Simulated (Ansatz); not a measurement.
Mulliken charges of CH₅NSiTe (`C=N[SiH2][TeH]`) from PBE/def2-TZVPP in Ansatz (PBE0-D4/def2-TZVP geometry).

```json
{"atom": "C1", "x (Å)": "0.185", "y (Å)": "1.410", "z (Å)": "-0.962", "charge (e)": "-0.047"}
{"atom": "N2", "x (Å)": "0.997", "y (Å)": "0.565", "z (Å)": "-0.509", "charge (e)": "-0.209"}
{"atom": "Si3", "x (Å)": "0.614", "y (Å)": "-0.925", "z (Å)": "0.295", "charge (e)": "0.256"}
{"atom": "Te4", "x (Å)": "-1.828", "y (Å)": "-1.428", "z (Å)": "0.569", "charge (e)": "-0.079"}
{"atom": "H5", "x (Å)": "-0.909", "y (Å)": "1.301", "z (Å)": "-0.898", "charge (e)": "0.072"}
{"atom": "H6", "x (Å)": "0.555", "y (Å)": "2.316", "z (Å)": "-1.454", "charge (e)": "0.098"}
{"atom": "H7", "x (Å)": "1.158", "y (Å)": "-2.032", "z (Å)": "-0.526", "charge (e)": "-0.046"}
{"atom": "H8", "x (Å)": "1.260", "y (Å)": "-0.881", "z (Å)": "1.627", "charge (e)": "-0.040"}
{"atom": "H9", "x (Å)": "-1.943", "y (Å)": "-0.372", "z (Å)": "1.842", "charge (e)": "-0.006"}
```

**Question.** By hand: the dipole of these point charges (1 e Å = 4.8032 D).

**Answer.** Σ q r = (-0.019, 0.143, -0.077) e Å, of length 0.164 e Å = 0.79 D.

**Question.** How does the dipole of the full density compare? (Best estimate.)

**Answer.** Ansatz gave: (-0.107, 0.200, -0.075) e Å, 1.15 D; the point charges give 0.69 times that, at 21° from its direction.

Point charges leave out the atoms' own dipoles, such as those of lone pairs, and Mulliken's split depends on the basis, so the two needn't agree.
